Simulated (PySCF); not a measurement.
In(Cl)(Me)(OH) (CH4ClInO), SMILES [CH3][In]([OH])[Cl].

Coordinates come from a B3LYP-D3(BJ)/def2-SVP optimisation. The structure was generated by enumeration; whether it is a known compound was not checked. The def2 effective core potentials stand for the cores of In; spin–orbit coupling is left out. The values are those of a single conformer.

Two levels are set side by side: TDA-PBE/def2-SVPD (PySCF) and TDA-M06-2X/def2-SVPD (PySCF). Vertical, same geometry. The lowest singlet is HOMO→LUMO 99 % with PBE and HOMO−1→LUMO 68 %, HOMO−3→LUMO 17 % with the other functional; states are paired by order. Differences are taken from unrounded values.

```
quantity                               TDA-M06-2X  TDA-PBE  TDA-PBE minus TDA-M06-2X
-------------------------------------  ----------  -------  ------------------------
lowest singlet excitation (eV)               5.98     4.66                     -1.32
lowest triplet excitation (TDA) (eV)         5.26     4.35                     -0.91
first bright state (f over 0.05) (eV)        6.08     6.18                      0.10
its oscillator strength                      0.09     0.22                      0.13
```

A lower first singlet is the usual sign of a functional without exact exchange. Differences between two approximate levels are no errors against the true value.

Rough cost on one machine, each run with all the roots and properties that it gave: TDA-M06-2X against TDA-PBE about 7 times.
